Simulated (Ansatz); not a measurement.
BrClGeH (`[Cl][GeH][Br]`) radical at its PBE0-D4/def2-TZVP geometry, where that method's forces vanish. Charge 0, multiplicity 2.

```xyz
4

Cl   -0.7094    1.6705    0.7871
Ge    0.5110    0.1717   -0.1597
Br   -0.8092   -1.0622   -1.5929
H     1.0075   -0.7801    0.9654
```

Question: What forces (eV/Å) does B3LYP-D4/def2-TZVPP give on these atoms in Ansatz 0.2.0? (An estimate is asked.)

Answer: The calculation gave: 
```
Cl1 -0.213  0.262  0.180
Ge2  0.408 -0.002 -0.025
Br3 -0.207 -0.206 -0.223
H4   0.012 -0.055  0.068
```

B3LYP here is the variant with VWN-RPA as its local correlation; programs differ in this.
